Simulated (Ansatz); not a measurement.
Program: Ansatz. Geometries: PBE0-D4/def2-TZVP. ΔE: electronic, gas phase. CCSD(T)/CBS is the MP2 limit (def2-TZVPP, def2-QZVPP) plus CCSD(T) − MP2 in def2-TZVPP, frozen cores. This one scheme is used for every species, atoms too. Functionals use def2-TZVPP. B3LYP here is the variant with VWN-RPA as its local correlation; programs differ in this. No spin–orbit coupling; open shells (•) take unrestricted orbitals. Spin–orbit coupling would lower the free atoms: a little for B, C, F, O; strongly for Te. def2 core potentials past Kr. For Te outer-core shells are correlated without core-valence functions, so the limit isn't a true one: a few kJ/mol of doubt a bond, and 10 to 20 or more in all where bonds break to atoms. Each species was taken in one conformer, which may not be the lowest.

Reaction (atomization): `OB(O)[Te]C(F)(F)F` → B• + C• + 3 F• + 2 H• + 2 O• + Te•

```
             level  ΔE (kcal/mol)  difference from CCSD(T)/CBS
            PBE-D4         1001.9                         42.6
         r2SCAN-D4          966.3                          7.0
           PBE0-D4          960.0                          0.7
          B3LYP-D4          950.9                         -8.4
           ωB97X-V          959.0                         -0.3
           ωB97M-V          959.7                          0.4
            B2PLYP          943.9                        -15.4
            r2SCAN          964.8                          5.5
              PBE0          954.6                         -4.7
             B3LYP          940.5                        -18.8
     HF/def2-TZVPP          635.4                       -323.9
    MP2/def2-TZVPP          972.9                         13.6
CCSD(T)/def2-TZVPP          926.1                        -33.2
     HF/def2-QZVPP          636.9                       -322.4
      HF/CBS(def2)          637.1                       -322.2
    CCSD/CBS(def2)          935.4                        -23.9
       CCSD(T)/CBS          959.3                            0
```

Largest T1 diagnostic among the species: 0.014.

From PBE to PBE0 (25 % exact exchange), in def2-TZVPP and without D4, ΔE moves by −40.9 kcal/mol: exact exchange takes away binding that semilocal exchange gives to molecules. The D4 term adds +10.4 kcal/mol with B3LYP and +5.4 kcal/mol with PBE0; it sums over pairs of atoms, weighted by their polarisabilities, and B3LYP, whose exchange is more repulsive, gets the larger term. In def2-TZVPP, CCSD(T) changes the Hartree–Fock value by +290.7 kcal/mol (the triples alone add +23.9 kcal/mol) and MP2 by +337.5 kcal/mol; breaking electron pairs costs correlation energy, which Hartree–Fock lacks.

For atomizations the MP2-based limit and the directly extrapolated one differ by several kJ/mol either way, and by 10 to 25 for some Ge, Se and Sn compounds, so smaller differences from it don't rank the levels.
